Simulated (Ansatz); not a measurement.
Relaxation of C₃H₉BOSi₂ (16 atoms, charge 0, multiplicity 1), to a largest force component of 0.02 eV/Å in at most 50 steps.

Computed with RKS r2SCAN-D4/STO-3G (Ansatz 0.2.0).

```xyz
16
Properties=species:S:1:pos:R:3:forces:R:3
Si 1.705 -0.315 1.835 -1.54 2.40 1.27
C 0.529 -0.062 0.365 1.50 -0.50 0.76
C 0.940 -0.445 -0.864 0.85 -0.34 0.00
B 0.160 -0.288 -2.151 -4.34 2.50 -0.13
O -0.953 0.725 -2.248 2.38 -2.93 -0.16
Si -1.970 0.462 -0.877 -0.43 0.39 0.30
C -0.806 0.558 0.622 -2.29 -0.13 0.12
H 2.019 -1.678 1.980 0.33 -1.07 0.18
H 0.995 0.240 3.082 0.98 -0.90 -1.48
H 2.895 0.494 1.623 -0.05 -0.28 0.01
H 1.922 -0.946 -0.931 -0.08 0.08 0.06
H 0.224 -1.075 -3.007 0.59 0.21 -0.81
H -3.067 1.501 -0.811 1.12 -0.87 -0.21
H -2.596 -0.883 -0.943 0.26 0.71 0.00
H -0.701 1.612 0.881 0.26 0.48 0.36
H -1.321 0.077 1.488 0.47 0.26 -0.26
```

Question: Where does it end, and by what steps?

Answer: It converged. The force dipped under the threshold on the way, but the program's further checks kept it going. Limits of this set-up: minimal basis. After 27 steps the energy has fallen by 1.352 eV; H9 moved furthest, 1.21 Å.

```csv
step,energy less start (eV),largest force component (eV/Å),accepted
0,0.0000,4.343,yes
1,-0.6950,2.346,yes
2,-1.0068,1.208,yes
3,-1.1627,1.218,yes
4,-1.2656,0.514,yes
5,-1.2948,0.505,yes
6,-1.2382,1.578,no
7,-1.3170,0.152,yes
8,-1.3207,0.105,yes
9,-1.3220,0.089,yes
10,-1.3234,0.091,yes
11,-1.3246,0.205,yes
12,-1.3273,0.136,yes
13,-1.3301,0.370,yes
14,-1.3352,0.259,yes
15,-1.3390,0.128,yes
16,-1.3408,0.287,yes
17,-1.3424,0.152,yes
18,-1.3464,0.131,yes
19,-1.3483,0.097,yes
20,-1.3498,0.045,yes
21,-1.3485,0.100,no
22,-1.3502,0.012,yes
23,-1.3510,0.015,yes
24,-1.3513,0.071,yes
25,-1.3517,0.024,yes
26,-1.3518,0.018,yes
27,-1.3519,0.008,yes
```

```xyz
16
Properties=species:S:1:pos:R:3
Si 1.666 -0.298 1.856
C 0.543 -0.125 0.364
C 0.863 -0.640 -0.851
B 0.030 -0.524 -2.168
O -1.221 -0.026 -2.247
Si -1.998 0.524 -0.806
C -0.752 0.686 0.592
H 2.842 -1.064 1.511
H 0.953 -0.959 2.929
H 2.062 1.013 2.326
H 1.821 -1.177 -0.920
H 0.504 -0.893 -3.182
H -2.613 1.792 -1.140
H -3.028 -0.448 -0.495
H -0.477 1.745 0.736
H -1.219 0.371 1.539
```

Time of the run: 4.3 min on 1 thread of Arm Neoverse V1, with other jobs on the host, peak memory 0.19 GiB.
